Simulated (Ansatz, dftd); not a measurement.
Species: H2BO2, charge 0, doublet. H2BO2 (SMILES O[B]O, doublet).
B3LYP-D3(BJ)/def2-TZVP minimum from Ansatz (a program for electronic structure):
```
B
O 1 1.3477
H 2 0.9710 1 116.96
O 1 1.3477 2 129.88 3 0.00
H 4 0.9710 1 116.96 2 0.00
```
Charge 0, spin multiplicity 2.

Property: atomisation energy (electronic, to ground-state atoms), in kcal/mol. UHF or UKS for unpaired electrons; spin-orbit terms are left out. CBS(X,Y): correlation extrapolated as X^-3, Hartree-Fock from the larger set (Q,5: extrapolated as (X+1)exp(-9√X)). A bracket is a step between two methods taken in the basis named. The functionals are non-relativistic, so their misses hold any scalar relativity. Double hybrids freeze cores in their MP2 part. '+ core + X2C': CCSD(T) terms for core correlation (cc-pwCVTZ) and scalar relativity (cc-pVTZ-DK). Where a partner has so few electrons that a lower coupled-cluster level is exact, that level stands in.

Compared with CCSD(T)/CBS(cc-pVQZ,cc-pV5Z) + [CCSDT(Q) - CCSD(T)]/cc-pVDZ + core + X2C (Ansatz): 470.4 kcal/mol.

Task: Rank these levels by how close they come to it, closest first: PBE/def2-TZVPD (Ansatz); r2SCAN-D4/def2-TZVPD (Ansatz + dftd4); r2SCANh-D4/def2-TZVPD (Ansatz + dftd4); PBE0/def2-TZVPD (Ansatz); B2GP-PLYP/def2-TZVPD (Ansatz).

Result: r2SCANh-D4/def2-TZVPD (470.3 kcal/mol, difference -0.1), PBE0/def2-TZVPD (468.3 kcal/mol, difference -2.1), r2SCAN-D4/def2-TZVPD (475.9 kcal/mol, difference 5.5), B2GP-PLYP/def2-TZVPD (463.3 kcal/mol, difference -7.1), PBE/def2-TZVPD (484.6 kcal/mol, difference 14.2)
